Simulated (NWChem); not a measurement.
# MgICl; SMILES [Cl][Mg][I]

def2 effective core potentials on I; no spin-orbit coupling.

Task: Give the equilibrium geometry at PBE0/def2-SVP with def2 effective core potentials on I (NWChem) as an XYZ file, with the point group.

Result: point group C*v; any orientation.
```
3

Mg     0.0495     1.1794     0.0000
Cl     0.0134     3.3755     0.0000
I      0.0907    -1.3659     0.0000
```
